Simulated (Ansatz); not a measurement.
Isolated molecules relaxed with PBE0-D4/def2-TZVP in Ansatz; ΔE leaves out vibrations. CCSD(T)/CBS adds triple-zeta CCSD(T) − MP2 to the extrapolated MP2 energy (def2 sets, frozen cores). This one scheme is used for every species. Functionals use def2-TZVPP. For Se outer-core shells are correlated without core-valence functions, which leaves a few kJ/mol of doubt a bond. Scalar relativity is left out up to krypton. One conformer a species, not always the lowest.

Consider the silylene formation by 1,1-elimination: `F[SiH2][SeH]` → H₂Se + `F[SiH]`.

```tsv
species	CAM-B3LYP-D4 energy (Eh)
`F[SiH2][SeH]`	-2792.94694
H₂Se	-2402.87347
`F[SiH]`	-389.97247
```

Work out ΔE.

ΔE = (-2402.87347) + (-389.97247) − (-2792.94694) = 0.10100 Eh = +265.2 kJ/mol. CCSD(T)/CBS gives +271.0 kJ/mol.

Largest T1 diagnostic among the species: 0.015.

From PBE to PBE0 (25 % exact exchange), in def2-TZVPP and without D4, ΔE moves by +14.3 kJ/mol. At CCSD(T), def2-SVP lies −27.0 kJ/mol from the extrapolated value and def2-TZVPP −9.7 kJ/mol. Leaving LDA and LC-ωPBE aside and taking each functional with its dispersion term where it has one, the values, not all of them listed here, spread over 48.1 kJ/mol, from BLYP-D4 to r2SCAN0-D4. LDA lies +28.7 kJ/mol from PBE without D4.
